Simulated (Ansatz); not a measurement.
Ga₆N₇H₂₄⁺, a cluster cut from zinc blende GaN (hydrogen-capped). The state is a singlet with charge 1. Geometry PBE-D4/def2-SVP; atoms count from 1.

```csv
atom,x (Å),y (Å),z (Å)
Ga1,-1.3237,-3.6300,-0.6127
Ga2,1.8174,2.1874,-2.6878
Ga3,0.4169,-0.7923,-1.5888
Ga4,0.0191,0.5997,1.7158
Ga5,-1.7806,-2.2132,2.6993
Ga6,1.4137,3.5982,0.6342
N7,-1.3356,-1.6889,-1.3790
N8,-0.8424,-3.4126,1.3514
N9,0.1253,1.0165,-2.3392
N10,2.4902,2.6983,-0.8377
N11,-1.7349,-0.3096,1.8457
N12,-0.2599,2.3794,0.8944
N13,1.0093,-0.4414,0.3042
H14,-2.8314,-4.0708,-0.6483
H15,-0.0706,-4.2607,-1.3293
H16,1.2514,3.5061,-3.3280
H17,2.8319,1.1351,-3.2749
H18,1.4491,-1.6364,-2.3979
H19,0.7891,0.6564,3.0712
H20,-3.2989,-2.6170,2.6628
H21,-0.8096,-2.0472,3.9284
H22,0.8366,4.9196,0.0095
H23,2.1961,3.3776,1.9834
H24,-1.6955,-1.8636,-2.3325
H25,-2.0784,-1.1250,-0.9427
H26,-1.0997,-4.3479,1.7159
H27,0.1802,-3.3995,1.4877
H28,-0.2153,0.8843,-3.3065
H29,-0.6217,1.5697,-1.8964
H30,3.1159,1.9733,-0.4536
H31,3.1551,3.4556,-1.0787
H32,-2.3180,-0.2727,0.9978
H33,-2.2887,0.2196,2.5404
H34,-0.8584,2.3937,0.0566
H35,-0.7944,2.9391,1.5802
H36,1.2129,-1.3655,0.7173
H37,1.9475,-0.0154,0.2378
```

Single mean-field runs in def2-TZVP are fitted with def2-universal-jkfit.

Estimate the Mulliken populations of the heavy atoms from the PBE0/def2-TZVP orbitals of Ansatz.


```tsv
atom	charge (e)
Ga1	0.25
Ga2	0.25
Ga3	0.36
Ga4	0.36
Ga5	0.25
Ga6	0.25
N7	-0.58
N8	-0.62
N9	-0.58
N10	-0.62
N11	-0.58
N12	-0.58
N13	-0.56
```
Mulliken values depend strongly on the basis.

And the Mayer bond orders between heavy atoms (over 0.3)?

Ga1–N7 0.55 (2.09 Å); Ga1–N8 0.64 (2.03 Å); Ga2–N9 0.55 (2.09 Å); Ga2–N10 0.64 (2.03 Å); Ga3–N7 0.77 (1.98 Å); Ga3–N9 0.77 (1.98 Å); Ga3–N13 0.68 (2.01 Å); Ga4–N11 0.77 (1.98 Å); Ga4–N12 0.77 (1.98 Å); Ga4–N13 0.68 (2.01 Å); Ga5–N8 0.64 (2.03 Å); Ga5–N11 0.55 (2.09 Å); Ga6–N10 0.64 (2.03 Å); Ga6–N12 0.55 (2.09 Å).
